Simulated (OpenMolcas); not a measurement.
**Pt2+: ligand-field states by method**

Pt2+ with its 8 nearest fluoride ions at 2.284 Å, on the Ca site of CaF2 (a = 5.46294 Å, distance in the model lattice 2.366 Å). The rest of the host is ab initio model potentials to 7.6 Å and point charges beyond; the distance is set by hand and nothing relaxes. Ligand basis ANO-RCC-VDZP.
```
Pt    0.0000    0.0000    0.0000
F     1.3187    1.3187    1.3187
F     1.3187    1.3187   -1.3187
F     1.3187   -1.3187    1.3187
F     1.3187   -1.3187   -1.3187
F    -1.3187    1.3187    1.3187
F    -1.3187    1.3187   -1.3187
F    -1.3187   -1.3187    1.3187
F    -1.3187   -1.3187   -1.3187
```

* Program: OpenMolcas
* Basis: ANO-RCC-VDZP [7s6p4d2f]
* Scalar Hamiltonian: DKH2, point nucleus
* Active space: 8 electrons in 5 orbitals (5d)
* State averaging: 2S+1 = 3 even, 10 roots; 2S+1 = 1 even, 15 roots
* Spin-orbit coupling: RASSI with atomic mean-field integrals over the reference wave functions

I. CASSCF
II. SS-CASPT2, IPEA 0.25 Eh, imaginary shift 0.1 Eh (closed shells correlated: 5s 5p and the ligand valence shells)

Spin-free states (labels of O, the rotations of Oh) in cm-1, each column counted from its own energy of the first state listed:

| State | Degeneracy | I | II |
| --- | --- | --- | --- |
| 3T1 | 3 | 0 | 0 |
| 3T2 | 3 | 8726 | 10220 |
| 1T2 | 3 | 11888 | 8800 |
| 1E | 2 | 12111 | 9410 |
| 3A2 | 1 | 18522 | 21940 |
| 3T1 | 3 | 19630 | 18880 |
| 1T2 | 3 | 22328 | 21010 |
| 1A1 | 1 | 23020 | 19440 |
| 1T1 | 3 | 24759 | 23520 |
| 1E | 2 | 31931 | 32950 |
| 1A1 | 1 | 50834 | 47220 |

From I to II, I's first state of the same spin (3T2) moves from 8726 to 10220 cm-1, by about +1500 cm-1.

From I to II, I's first state of another spin (1T2) moves from 11888 to 8800 cm-1, by about -3100 cm-1.

I: A least-squares ligand-field fit to the states below 45000 cm-1, each weighted by its degeneracy and with a free common offset, gives 10Dq = -9839 cm-1 (negative for this site), B = 802 cm-1 and C = 3242 cm-1 (C/B = 4.04), with an rms deviation of 60 cm-1. The same method and metal basis give the free ion B = 847 cm-1 (fit to its terms below 60000 cm-1, rms deviation 6 cm-1), so the nephelauxetic ratio is β = 802 / 847 = 0.95; it hangs on how both fits weigh the states, and computed free-ion B values tend to be too large, so β mixes covalency with correlation.

II: A least-squares ligand-field fit to the states below 45000 cm-1, each weighted by its degeneracy and with a free common offset, gives 10Dq = -11803 cm-1 (negative for this site), B = 650 cm-1 and C = 2581 cm-1 (C/B = 3.97), with an rms deviation of 208 cm-1. The same method and metal basis give the free ion B = 789 cm-1 (fit to its terms below 60000 cm-1, rms deviation 485 cm-1), so the nephelauxetic ratio is β = 650 / 789 = 0.82; it hangs on how both fits weigh the states, and computed free-ion B values tend to be too large, so β mixes covalency with correlation.

From I to II, 10Dq changes by +20 %, B by -19 % and C by -20 %.

χT at 300 K: I 0.70, II 0.62 cm3 K/mol.

The states above are spin-free; spin-orbit coupling is strong here and shifts and splits them by thousands of cm-1.

Roots that are degenerate in the reference are averaged as groups; the widest CASPT2 spread within a group is 220 cm-1 (the 3-fold group of multiplicity 1 near 23500 cm-1 above the lowest state of its run, II). Shifts and gaps below about the spread of the groups concerned are not significant. Over all roots computed the reference weight is 0.68 to 0.69 in II; a low but even weight reflects the number of correlated electrons. Real 4d8 and 5d8 ions are as a rule square planar and diamagnetic. Ligand-to-metal charge-transfer states are missing. With no ligand orbital active B as a rule stays too high, so bands that hang on it stand too high and its fall with covalency is understated. Without dynamic correlation the repulsion within the d shell is too large (B by tens of per cent), so at a given field states of lower spin stand too high (holds for I). With metal d orbitals alone the field can be off either way by tens of per cent (holds for I). With one d shell and no ligand orbital active, 10Dq can be off by a tenth or more (holds for II). No measured value stands beside these numbers; the geometry was set by hand and not optimised.
